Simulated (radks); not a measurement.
Results of a calculation; reference values are marked as such.
All-electron atom: the fluorine ion F2+ in [He] 2s2 2p3.

Code: a radial shooting solver on a logarithmic mesh with Libxc functionals. Model: scalar-relativistic Kohn-Sham, Slater X-alpha with alpha = 0.852, spin-polarised, spherical densities, point nucleus; open shells are filled with parallel spins first.

Energy parts (hartree):
| part | energy |
|---|---|
| total | -99.06720 |
| kinetic | 99.24351 |
| electron-nucleus | -226.03391 |
| Hartree | 38.41253 |
| exchange | -10.68934 |

Orbitals (lengths in bohr, moments of r in powers of bohr):
orbital  occ.  eigenvalue (hartree)     <r^4>    <r^2>
1s up       1             -26.56775  0.004565  0.04184
1s down     1             -26.38811  0.004426  0.04125
2s up       1              -2.73966     1.626   0.9483
2s down     1              -2.34229     2.021    1.043
2p up       3              -2.05999     1.746   0.9053
2p down     0              -1.64148     2.565    1.074

The highest occupied level is 2p up at -56.055 eV. For comparison, the ionisation energy in NIST's Atomic Spectra Database is 62.708 eV (semi-empirical). In exact Kohn-Sham theory the highest level is minus the ionisation energy, but local and semilocal functionals leave it too shallow, through self-interaction and a potential that decays too fast; potentials with the right tail come closer.
